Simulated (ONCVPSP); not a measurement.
Before and after: ONCV potential for Cl

```
Element                 : Cl
Generator               : ONCVPSP 4.0.1
Type                    : optimised norm-conserving Vanderbilt (ONCV)
Functional              : PBE
Relativity              : non-relativistic
Frozen core             : [Ne]
Valence charge          : 7
Reference configuration : 3s2 3p5
Partial waves           : 3s: rc 1.35 bohr, ncon 3, nbas 7, qcut 4.7 1/bohr, 3 projectors, debl 2.8 Ha; 3p: rc 1.15 bohr, ncon 5, nbas 8, qcut 8.5 1/bohr, 2 projectors, debl 1 Ha
Local potential         : polynomial inside 0.75 bohr (lpopt 3, dvloc0 0 Ha)
Core correction         : none
```

All-electron outer shells of the reference configuration (PBE, non-relativistic, ld1.x):

```
shell  level (eV)  outermost node (bohr)  outermost maximum (bohr)
   2s     -250.98                   0.12                      0.36
   2p     -191.57                      –                      0.30
   3s      -20.53                   0.56                      1.29
   3p       -8.61                   0.53                      1.43
```

Change: p: debl 0.35.

Cutoffs: the cutoffs (Ha) at which the residual kinetic energy of the hardest occupied pseudo-wave falls to 1 and 0.1 mHa per electron; they do not see the model core or the augmentation charge, which bear on the density cutoff. Errors are all-electron minus pseudo energies relative to the spin-unpolarised reference configuration.

How do hardness, ghosts and transferability respond?

The potential gets neither clearly harder nor softer (69 Ha and 139 Ha → 69 Ha and 139 Ha); both files keep a bound ghost (p); the errors of the 4 common tests hardly move.

| quantity | base | changed |
| --- | --- | --- |
| cutoff, loose | 69 Ha | 69 Ha |
| cutoff, tight | 139 Ha | 139 Ha |
| bound ghosts | p | p |
| GHOST(+) flags under 300 eV | s at 287.0 eV | s at 287.0 eV |
| error for 3s2 3p4, meV [ΔE 13.89 eV] | +0.7 | +0.8 |
| error for 3s2 3p3, meV [ΔE 39.35 eV] | +8.2 | +8.3 |
| error for 3s2 3p2, meV [ΔE 77.66 eV] | +39 | +39 |
| error for 3s1 3p6, meV [ΔE 11.97 eV] | +1.0 | +0.9 |
| s: phases at 1.37 bohr within 0.05 rad from the reference energy up to (Ha; the scan ends near 5) | to the end of the scan | to the end of the scan |
| p: phases at 1.17 bohr within 0.05 rad from the reference energy up to (Ha; the scan ends near 5) | to the end of the scan | to the end of the scan |

 A true bound ghost makes a file unfit for plane-wave use even where its test errors are small: the radial tests pick states by their node count and pass the ghost by.
